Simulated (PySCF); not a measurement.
C3H4BrF, SMILES F/C(=C\C)Br. Atoms are numbered in the order given.

```xyz
9

C      0.3914     2.9302     0.0000
C      0.7100     1.4653     0.0000
C     -0.2137     0.5046     0.0000
F     -1.5222     0.7543     0.0000
Br     0.1618    -1.3514     0.0000
H      0.8241     3.4251     0.8860
H     -0.6925     3.1081     0.0000
H      0.8241     3.4251    -0.8860
H      1.7553     1.1501     0.0000
```
Charge 0, spin multiplicity 1.

Geometry: B3LYP-D3(BJ)/def2-SVP.

The numbers are results of PySCF with PBE/def2-TZVP, not measurements.

ESP charges are fitted to the potential on shells at 1.4 to 2.0 van der Waals radii. Atomic charges (e):

```json
[
 {"atom": "C1", "IAO": "…", "Löwdin": "-0.30", "ESP fit": "-0.25", "Mulliken": "-0.33"},
 {"atom": "C2", "IAO": "-0.21", "Löwdin": "-0.24", "ESP fit": "0.01", "Mulliken": "-0.19"},
 {"atom": "C3", "IAO": "0.18", "Löwdin": "-0.59", "ESP fit": "-0.07", "Mulliken": "0.16"},
 {"atom": "F4", "IAO": "-0.23", "Löwdin": "0.22", "ESP fit": "-0.03", "Mulliken": "-0.13"},
 {"atom": "Br5", "IAO": "…", "Löwdin": "0.34", "ESP fit": "-0.03", "Mulliken": "-0.05"},
 {"atom": "H6", "IAO": "…", "Löwdin": "0.13", "ESP fit": "0.09", "Mulliken": "0.13"},
 {"atom": "H7", "IAO": "…", "Löwdin": "0.13", "ESP fit": "0.11", "Mulliken": "0.14"},
 {"atom": "H8", "IAO": "…", "Löwdin": "0.13", "ESP fit": "0.09", "Mulliken": "0.13"},
 {"atom": "H9", "IAO": "0.17", "Löwdin": "0.15", "ESP fit": "0.09", "Mulliken": "0.13"}
]
```

Question: Complete the blanks. (Estimate from the structure and the level; the computed values follow.)

Answer: 
- C1, IAO: -0.43
- Br5, IAO: 0.03
- H6, IAO: 0.16
- H7, IAO: 0.16
- H8, IAO: 0.16

Question: Give the Mayer and Wiberg (Löwdin basis) orders of the bonds. (Estimate from the structure and the level; the computed values follow.)

Answer: 
```json
[
 {"bond": "C1–C2", "Mayer": "0.99", "Wiberg": "1.31"},
 {"bond": "C2–C3", "Mayer": "1.82", "Wiberg": "2.02"},
 {"bond": "C3–F4", "Mayer": "1.12", "Wiberg": "1.78"},
 {"bond": "C3–Br5", "Mayer": "1.13", "Wiberg": "1.64"},
 {"bond": "C1–H6", "Mayer": "0.95", "Wiberg": "0.89"},
 {"bond": "C1–H7", "Mayer": "0.96", "Wiberg": "0.89"},
 {"bond": "C1–H8", "Mayer": "0.95", "Wiberg": "0.89"},
 {"bond": "C2–H9", "Mayer": "0.93", "Wiberg": "0.82"}
]
```
